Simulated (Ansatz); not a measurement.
```yaml
crystal:
  periodic: [false, false, false]
  atoms:
    - {symbol: Ag, position_ang: [0.819500, -1.127754, -0.150550]}
    - {symbol: Ag, position_ang: [1.590886, 1.889124, -0.474918]}
    - {symbol: Ag, position_ang: [-1.807070, -1.773578, 0.226334]}
    - {symbol: Ag, position_ang: [-0.574945, 0.587175, 0.153801]}
basis:
  gaussian: {orbitals: def2-TZVP}
total_charge: 1
magnetization: {spin_polarized: true, initial_magnetization: 1}
hamiltonian: {xc: {name: PBE0}}
```

```sh
$ ansatz run in.yaml --threads 4 --pin off --events-out ev --progress --plain --max-ram 3916MiB
```

Output, abridged:

```
Functional definition: PBE0
1560 factors; integrals over basis functions are off by at most 2.1e-4 eV
mean field evaluation 1: about -15980.7405 eV, gradient 6.6e1 eV
mean field evaluation 2: about -15946.2477 eV, gradient 1.3e2 eV
mean field evaluation 4: about -15993.0531 eV, gradient 5.9e0 eV
mean field evaluation 8: about -15993.3438 eV, gradient 3.9e-1 eV
mean field evaluation 16: about -15993.3444 eV, gradient 7.8e-4 eV
mean field -15993.34444641 eV, -587.7445677273 hartree, gradient 2.2e-5 eV, S^2 0.757274; 0 other end points of the search recorded, 0 dependent functions left out
reference -15993.34449427 eV, -587.7445694861 hartree; 38, 37 occupied and 122, 123 virtual orbitals, 1560 factors
Total energy: -15993.34449427 eV, -587.7445694861 hartree
```

Run time 5.5 s (4 threads of Arm Neoverse V2 on a shared host), peak host memory 0.71 GiB.

In the def2 sets Ag takes a core potential; there is no spin–orbit coupling.
